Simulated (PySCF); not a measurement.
Precursor series Zr F-Br. Gas-phase values, no solvent.

The dipole moment from two functionals at the same geometries (r2SCAN-D4/def2-SVP), both in PySCF: PBE-D3(BJ)/def2-TZVP and B3LYP-D3(BJ)/def2-TZVP. B3LYP has the VWN-RPA correlation part, as in Gaussian. 

```csv
species,PBE-D3(BJ)/def2-TZVP (D)
1 of 4 F replaced by Br ([Zr(F)3(Br)]),0.01
2 of 4 F replaced by Br ([Zr(F)2(Br)2]),0.12
3 of 4 F replaced by Br ([Zr(F)(Br)3]),0.20
```

Question: What does B3LYP-D3(BJ)/def2-TZVP give for each?

Answer: 
- 1 of 4 F replaced by Br ([Zr(F)3(Br)]): 0.08
- 2 of 4 F replaced by Br ([Zr(F)2(Br)2]): 0.21
- 3 of 4 F replaced by Br ([Zr(F)(Br)3]): 0.26
Over these rows, drawn at random from the members with no instability flagged (it was tested for open shells, ions and some series alone), PBE minus B3LYP-D3(BJ): mean -0.07 D, from -0.08 D to -0.06 D.
